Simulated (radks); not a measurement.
Excited configurations of the chlorine ion Cl3+: one electron is placed in a higher orbital outside [Ne] 3s2 3p1. The ground configuration is [Ne] 3s2 3p2. All-electron calculation, scalar-relativistic Kohn-Sham, LDA (Slater exchange, Perdew-Wang correlation), spin-polarised, spherical densities, point nucleus; open shells are filled with parallel spins first. Program: a radial shooting solver on a logarithmic mesh with Libxc functionals. Excitation = E - E(ground); binding = E(ion) - E, where the ion is the core of charge +4; n* = 4/sqrt(2 binding) in atomic units, and the quantum defect is n - n*.

| outer orbital | excitation (eV) | binding (eV) | n* | quantum defect | eigenvalue (eV) |
|---|---|---|---|---|---|
| 4p | 30.422 | 22.870 | 3.085 | 0.915 | -20.201 |
| 5s | 38.420 | 14.872 | 3.826 | 1.174 | -13.333 |
| 5p | 40.128 | 13.163 | 4.067 | 0.933 | -11.755 |
| 5f | 43.830 | 9.461 | 4.797 | 0.203 | -8.258 |
| 6s | 43.844 | 9.447 | 4.800 | 1.200 | -8.518 |
| 7s | 46.752 | 6.539 | 5.770 | 1.230 | -5.919 |
| 7p | 47.261 | 6.030 | 6.008 | 0.992 | -5.450 |

The Delta-SCF ionisation energy is 53.291 eV (NIST Atomic Spectra Database: 53.2 eV, semi-empirical). Self-interaction in the functional shifts the binding energies and quantum defects, so they are the method's values and not measured ones. Open shells are spherical and high-spin; term and fine-structure splittings are not resolved.
